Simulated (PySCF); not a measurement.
# XPS shifts beside NMR shieldings

Species: C6H6S2.
Numbering: `[CH3:1][C:2](=[S:3])[c:4]1[cH:5][cH:6][cH:7][s:8]1`

Binding energies: delta-SCF UKS SCAN, pcX-2 on the ionised atom, pcseg-1 elsewhere, spin-free X2C in PySCF 2.14.0. Shieldings: GIAO B3LYP/pcSseg-1, non-relativistic, same geometry.

| atom | C 1s (eV) |
| --- | --- |
| C1 | 290.95 |
| C4 | 291.09 |
| C5 | 290.45 |
| C6 | 290.66 |
| C7 | 290.91 |

**Question.** What are the absolute isotropic shieldings of these atoms?

**Answer.** 
| atom | environment | C 1s (eV) | isotropic shielding (ppm) |
| --- | --- | --- | --- |
| C5 | aromatic CH carbon | 290.45 | 39.7 |
| C6 | aromatic CH carbon | 290.66 | 45.4 |
| C7 | aromatic CH next to a ring sulfur | 290.91 | 38.5 |
| C1 | methyl carbon | 290.95 | 139.3 |
| C4 | substituted aromatic carbon | 291.09 | 21.1 |

**Question.** Among the listed atoms, is the one with the highest binding energy also the least shielded?

**Answer.** Yes: C4 has both (291.09 eV, 21.1 ppm).

By binding energy: C5 < C6 < C7 ≈ C1 < C4. By shielding: C4 < C7 < C5 < C6 < C1.

Geometry: PBE0-D3(BJ)/def2-SVP, one conformer, isolated molecule.

The values belong to the conformer `[CH3:1][C:2](=[S:3])[c:4]1[cH:5][cH:6][cH:7][s:8]1`: C1–C2–C4–C5 180°.
